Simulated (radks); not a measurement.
Charge is removed step by step from the 3p level of As15+, starting from [Ar]. Calculated with a radial shooting solver on a logarithmic mesh with Libxc functionals: non-relativistic Kohn-Sham, LDA (Slater exchange, Perdew-Wang correlation), spin-unpolarised, spherical densities, point nucleus.

removed (e)  E - E(0) (eV)  eigenvalue (eV)  E minus straight line (eV)
0                    0.000          -566.97                       0.000
0.1                 56.908          -571.19                      -1.912
0.2                 114.24          -575.42                      -3.401
0.3                 171.99          -579.66                      -4.467
0.4                 230.17          -583.91                      -5.108
0.5                 288.77          -588.16                      -5.324
0.6                 347.80          -592.43                      -5.115
0.7                 407.26          -596.70                      -4.478
0.8                 467.14          -600.98                      -3.414
0.9                 527.45          -605.26                      -1.922
1                   588.20          -609.56                       0.000

Removing the whole electron costs 588.20 eV by Delta-SCF, against 566.97 eV from minus the eigenvalue at the starting occupation. Slater's transition state (half an electron removed) gives 588.16 eV. Integrating minus the eigenvalue over the occupation (Janak's theorem) gives 588.20 eV. The mean slope of the eigenvalue, de/dn, is 42.6 eV per electron. Ionisation energy of As15+ in the NIST Atomic Spectra Database: 588 eV (semi-empirical).

Beside tabulated values, note that spin-unpolarised runs miss the spin-polarisation part of the exchange energy of open shells.
